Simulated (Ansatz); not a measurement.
A geometry relaxed with B3LYP-D3(BJ)/def2-TZVP (Ansatz, an electronic-structure program), charge 0, multiplicity 1:

```xyz
5

F     -0.0228     1.1728    -1.1241
Si    -0.0011     0.0790     0.0108
Cl     1.6857    -1.0162    -0.1508
Cl    -1.6572    -1.0643    -0.1333
F     -0.0046     0.8287     1.3974
```

**Question.** Write the SMILES of this molecule.

**Answer.** `F[Si](F)(Cl)Cl`
